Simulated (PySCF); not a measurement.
# Which orbitals make which state

Species: C4H11AlSSi.
Z-matrix (Å and degrees, PBE0-D3(BJ)/def2-SVP geometry), rows numbered from 1:
```
Si
S   1  2.1166
C   2  1.8444  1   94.90
C   3  1.5379  2  114.66  1    79.79
C   4  1.5370  3  110.11  2  -156.68
C   5  1.5432  4  111.15  3    53.56
Al  6  1.9735  5  100.14  4   -41.63
H   1  1.4897  2  113.07  3   152.80
H   1  1.5330  2  105.40  3    35.76
H   1  1.4927  2  116.37  3   -78.81
H   3  1.1033  2  103.77  1  -159.46
H   4  1.1035  3  112.24  2    78.95
H   4  1.1051  3  109.11  2   -38.09
H   5  1.1042  4  109.61  3   178.27
H   5  1.1063  4  108.62  3   -66.96
H   6  1.1013  5  112.19  4  -166.60
H   6  1.1059  5  109.88  4    75.53
H   7  1.5905  3  128.50  2   -66.03
```

Method: PySCF 2.14.0, density-fitted response routines, TDDFT B3LYP/def2-SVPD, vertical, gas phase, core orbitals frozen in the response.

Orbital energies (eV): HOMO-3 -8.88, HOMO-2 -7.60, HOMO-1 -7.35, HOMO -6.26, LUMO -1.25, LUMO+1 -0.52, LUMO+2 0.05.

Computed singlets:

| state | E (eV) | f |
| --- | --- | --- |
| S1 | 4.04 | 0.0024 |
| S2 | 4.77 | 0.0025 |
| S3 | 5.13 | 0.0025 |
| S4 | 5.39 | 0.0057 |
| S5 | 5.47 | 0.0094 |
| S6 | 5.67 | 0.0025 |

**Question.** Which orbital pair leads each of S1, S2, S3, S4 and S5, and how does its energy difference Δε compare with the excitation energy?

**Answer.** 

```tsv
state	leading configuration	weight	Δε (eV)	E (eV)	E − Δε (eV)	f	other configurations
S1	HOMO→LUMO	0.99	5.01	4.04	-0.97	0.0024	–
S2	HOMO→LUMO+1	0.96	5.74	4.77	-0.97	0.0025	–
S3	HOMO-1→LUMO	0.95	6.10	5.13	-0.97	0.0025	–
S4	HOMO-2→LUMO	0.86	6.35	5.39	-0.96	0.0057	H→L+2 (9%)
S5	HOMO→LUMO+2	0.74	6.31	5.47	-0.84	0.0094	H-2→L (12%), H→L+4 (8%)
```

E − Δε runs from -0.97 to -0.84 eV. By orbital difference alone the order would be S1, S2, S3, S5, S4.

H and L stand for HOMO and LUMO. The other states: S6 5.67 eV, f 0.0025, H→L+3 (89%).

Summed over the main configurations (up to three a state, each over 8%) of all 6 singlets, the electron leaves HOMO with weight 3.75, HOMO-2 with weight 0.98 and HOMO-1 with weight 0.95.

One conformer stands for the species.
